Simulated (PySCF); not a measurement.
Species: (HAlPH)3 ring, Al3H6P3.
Geometry (PBE0-D3(BJ)/def2-SVP, Å), atoms numbered from 1 in this order:
```
atom  x, y, z in Å
Al1   -0.7757    1.4716    1.1616
H2    -2.2209    1.8474    1.6966
P3     0.1551    2.4833   -0.7098
Al4   -0.2188    0.5569   -1.9484
H5    -1.3662    0.4569   -3.0387
P6     1.2801   -1.1385   -1.5374
Al7    0.5876   -1.6496    0.6000
H8     0.2596   -3.1533    0.9858
P9     0.6108   -0.0211    2.2311
H10    1.4267    1.9379   -0.3213
H11    0.6702   -2.2359   -2.2161
H12   -0.2929   -0.6384    3.1476
```

Theory: PySCF 2.14.0, density-fitted response routines, TDDFT CAM-B3LYP/def2-SVPD, vertical, gas phase, core orbitals frozen in the response.

Computed states:

```
state  E (eV)       f
   S1    3.88   0.016
   S2    4.01   0.035
   S3    4.32  0.0036
   S4    4.72  0.0008
   S5    4.78  0.0087
   S6    4.99   0.015
   S7    5.22   0.034
   S8    5.41   0.011
   S9    5.42   0.020
  S10    5.71   0.034
  S11    5.72   0.012
  S12    5.78  0.0007
  S13    5.81   0.091
  S14    5.91   0.071
  S15    5.95  0.0097
```

Broadening: Gaussians 0.4 eV wide at half height, area fixed by f = 4.319×10⁻⁹ ∫ε dν̃. The width is an assumption, not a result. The curve ends short of the highest state used, and states not computed would add to its high-energy end.

Question: What does the envelope look like, and where are its maxima?

Answer: 
```json
{"E (eV)": "3.28", "ε (L mol⁻¹ cm⁻¹)": "2"}
{"E (eV)": "3.37", "ε (L mol⁻¹ cm⁻¹)": "13"}
{"E (eV)": "3.46", "ε (L mol⁻¹ cm⁻¹)": "59"}
{"E (eV)": "3.55", "ε (L mol⁻¹ cm⁻¹)": "211"}
{"E (eV)": "3.64", "ε (L mol⁻¹ cm⁻¹)": "590"}
{"E (eV)": "3.73", "ε (L mol⁻¹ cm⁻¹)": "1291"}
{"E (eV)": "3.82", "ε (L mol⁻¹ cm⁻¹)": "2221"}
{"E (eV)": "3.91", "ε (L mol⁻¹ cm⁻¹)": "3004"}
{"E (eV)": "4.00", "ε (L mol⁻¹ cm⁻¹)": "3198"}
{"E (eV)": "4.09", "ε (L mol⁻¹ cm⁻¹)": "2692"}
{"E (eV)": "4.18", "ε (L mol⁻¹ cm⁻¹)": "1824"}
{"E (eV)": "4.27", "ε (L mol⁻¹ cm⁻¹)": "1047"}
{"E (eV)": "4.36", "ε (L mol⁻¹ cm⁻¹)": "572"}
{"E (eV)": "4.45", "ε (L mol⁻¹ cm⁻¹)": "377"}
{"E (eV)": "4.54", "ε (L mol⁻¹ cm⁻¹)": "398"}
{"E (eV)": "4.63", "ε (L mol⁻¹ cm⁻¹)": "598"}
{"E (eV)": "4.72", "ε (L mol⁻¹ cm⁻¹)": "926"}
{"E (eV)": "4.81", "ε (L mol⁻¹ cm⁻¹)": "1317"}
{"E (eV)": "4.90", "ε (L mol⁻¹ cm⁻¹)": "1753"}
{"E (eV)": "4.99", "ε (L mol⁻¹ cm⁻¹)": "2277"}
{"E (eV)": "5.08", "ε (L mol⁻¹ cm⁻¹)": "2915"}
{"E (eV)": "5.17", "ε (L mol⁻¹ cm⁻¹)": "3574"}
{"E (eV)": "5.26", "ε (L mol⁻¹ cm⁻¹)": "4061"}
{"E (eV)": "5.35", "ε (L mol⁻¹ cm⁻¹)": "4322"}
```

Maxima: 312 nm (3.98 eV), ε about 3200, made up of S1 (28%) and S2 (71%) (ε in L mol⁻¹ cm⁻¹; maxima over ε = 5, shares over 10%). At its high-energy end, 5.35 eV, the curve is still rising (ε about 4300, from S7, S8 and S9).

Question: Coming from long wavelengths, where does ε first pass 100 L mol⁻¹ cm⁻¹?

Answer: At about 355 nm (3.50 eV), 0.39 eV below S1.

Question: On this curve, what absorbance would a 10⁻³ mol/L sample give at 254 nm over a 1 cm path?

Answer: 254 nm is 4.881 eV, where ε is about 1700 L mol⁻¹ cm⁻¹, so A = ε c l ≈ 1.7 (Beer–Lambert, with the gas-phase spectrum and the assumed width).

Question: What would ε be at 3.98 eV, the highest of these maxima, with half the width (0.2 eV)?

Answer: About 5460 L mol⁻¹ cm⁻¹ against 3220, a factor of about 1.7; a lone state at its own centre would give exactly 2.

All these states lie below the vertical ionisation energy of 8.81 eV (ΔSCF).

On AMD EPYC, one thread, shared host with 64 logical CPUs at a one-minute load of 59, this took 7.6 min wall (with the writing of density and orbital grids) and 1.2 GiB of memory at its peak.

One conformer stands for the species.
